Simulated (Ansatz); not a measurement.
A calculation with Ansatz (development build ahead of 0.2.0).

```yaml
crystal:
  periodic: [false, false, false]
  atoms:
    - { symbol: C, position_ang: [0.0, 0.0, 0.0] }
basis:
  gaussian: { orbitals: pcseg-2 }
magnetization:
  spin_polarized: true
  initial_magnetization: 2
hamiltonian:
  xc: pbe0
```

The input is written out in the form of the current development build from the run's settings.

The run gave:

```
Converged                       : yes
Total energy                    : -37.80453 hartree
Spin squared of the determinant : 2.003
```
